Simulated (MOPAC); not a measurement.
MOPAC input (PM3):

```
PM3 1SCF UHF MS=0.5 GEO-OK AUX(PRECISION=9) THREADS=1
C2H4BF2

C    -2.05479400 1    0.21347300 1   -0.00921600 1
C    -0.80072100 1   -0.38068300 1   -0.53436500 1
B     0.59480900 1   -0.06953900 1   -0.00619400 1
F     0.79010400 1    0.78663600 1    0.99755800 1
F     1.68506800 1   -0.63655300 1   -0.52049400 1
H    -1.87478700 1    0.90930800 1    0.80918400 1
H    -2.74025900 1   -0.56680800 1    0.34423900 1
H    -2.59900600 1    0.74340200 1   -0.80082100 1
H    -0.90345900 1   -1.08569100 1   -1.35372800 1
```

From the output:

```
                                                       MOPAC v23.2.5 Linux

          FINAL HEAT OF FORMATION =       -172.14243 KCAL/MOL =    -720.24393 KJ/MOL

          COSMO AREA              =        109.01 SQUARE ANGSTROMS
          COSMO VOLUME            =         92.73 CUBIC ANGSTROMS

          IONIZATION POTENTIAL    =         10.425921 EV
          ALPHA SOMO LUMO (EV)    =        -10.426  0.435
          BETA  SOMO LUMO (EV)    =        -12.690 -1.495
          NO. OF ALPHA ELECTRONS  =         15
          NO. OF BETA  ELECTRONS  =         14
          MOLECULAR WEIGHT        =         76.8604         POINT GROUP:  Cs

          MOLECULAR DIMENSIONS (Angstroms)

            Atom       Atom       Distance
            H     8    F     5     4.50956
            H     9    F     4     3.24113
            H     8    H     7     1.70833

          SCF CALCULATIONS        =          1

   ATOM   CHEMICAL          X               Y               Z
  NUMBER   SYMBOL      (ANGSTROMS)     (ANGSTROMS)     (ANGSTROMS)

     1       C         -2.05479400  *   0.21347300  *  -0.00921600  *
     2       C         -0.80072100  *  -0.38068300  *  -0.53436500  *
     3       B          0.59480900  *  -0.06953900  *  -0.00619400  *
     4       F          0.79010400  *   0.78663600  *   0.99755800  *
     5       F          1.68506800  *  -0.63655300  *  -0.52049400  *
     6       H         -1.87478700  *   0.90930800  *   0.80918400  *
     7       H         -2.74025900  *  -0.56680800  *   0.34423900  *
     8       H         -2.59900600  *   0.74340200  *  -0.80082100  *
     9       H         -0.90345900  *  -1.08569100  *  -1.35372800  *

                             CARTESIAN COORDINATES

   1    C       -2.054794000     0.213473000    -0.009216000
   2    C       -0.800721000    -0.380683000    -0.534365000
   3    B        0.594809000    -0.069539000    -0.006194000
   4    F        0.790104000     0.786636000     0.997558000
   5    F        1.685068000    -0.636553000    -0.520494000
   6    H       -1.874787000     0.909308000     0.809184000
   7    H       -2.740259000    -0.566808000     0.344239000
   8    H       -2.599006000     0.743402000    -0.800821000
   9    H       -0.903459000    -1.085691000    -1.353728000

           Empirical Formula: C2 H4 B F2  =     9 atoms

      MOLECULAR POINT GROUP   :   Cs

          ALPHA EIGENVALUES
 -34.82076 -28.12806 -25.50612 -23.56001 -19.30420 -18.91232 -18.21758 -17.66856
 -16.63162 -16.38875 -15.48632 -14.79251 -14.50898 -12.82111 -10.42592   0.43543
   1.73894   3.26950   3.33257   3.72170   3.85453   3.90378   4.31009   4.67897

           BETA EIGENVALUES
 -34.22004 -28.11450 -25.43930 -23.13194 -19.03842 -18.73083 -18.13786 -17.65010
 -16.40523 -16.38628 -15.26988 -14.27874 -14.25218 -12.68982  -1.49485   1.67239
   2.17731   3.40438   3.60275   3.83143   3.99845   4.01459   4.47385   4.97570

              NET ATOMIC CHARGES AND DIPOLE CONTRIBUTIONS

  ATOM NO.   TYPE          CHARGE      No. of ELECS.   s-Pop       p-Pop
    1          C          -0.076801        4.0768     1.12199     2.95481
    2          C          -0.067849        4.0678     1.20195     2.86590
    3          B          -0.022963        3.0230     1.04906     1.97390
    4          F          -0.059532        7.0595     1.57776     5.48177
    5          F          -0.057782        7.0578     1.57850     5.47929
    6          H           0.057889        0.9421     0.94211
    7          H           0.060160        0.9398     0.93984
    8          H           0.060160        0.9398     0.93984
    9          H           0.106717        0.8933     0.89328
 DIPOLE           X         Y         Z       TOTAL
 POINT-CHG.    -2.267    -0.248    -0.563     2.350
 HYBRID         0.145    -0.004     0.013     0.146
 SUM           -2.123    -0.252    -0.550     2.207

          ATOMIC ORBITAL ELECTRON POPULATIONS

     Atom    s        px        py        pz
    1  C   1.12199   0.94467   1.00210   1.00804
    2  C   1.20195   0.94811   0.95388   0.96391
    3  B   1.04906   0.80230   0.56354   0.60806
    4  F   1.57776   1.94811   1.78002   1.75364
    5  F   1.57850   1.77770   1.83973   1.86186
    6  H   0.94211
    7  H   0.93984
    8  H   0.93984
    9  H   0.89328

                    (SZ)    =    0.500000
                    (S**2)  =    0.766075

          ATOMIC ORBITAL SPIN POPULATIONS

    Atom   Total    s     px     py     pz
         Atomic
    1  C -0.1077 -0.013 -0.049 -0.024 -0.022
    2  C  1.0073  0.063  0.070  0.486  0.389
    3  B  0.0231 -0.030 -0.026  0.046  0.033
    4  F  0.0179  0.000 -0.002  0.012  0.008
    5  F  0.0179  0.000 -0.006  0.013  0.010
    6  H  0.0081  0.008
    7  H  0.0498  0.050
    8  H  0.0498  0.050
    9  H -0.0661 -0.066

 **********************
 *                    *
 * JOB ENDED NORMALLY *
 *                    *
 **********************

 == MOPAC DONE ==
```

The geometry given is a B3LYP-D3(BJ)/def2-TZVP minimum.
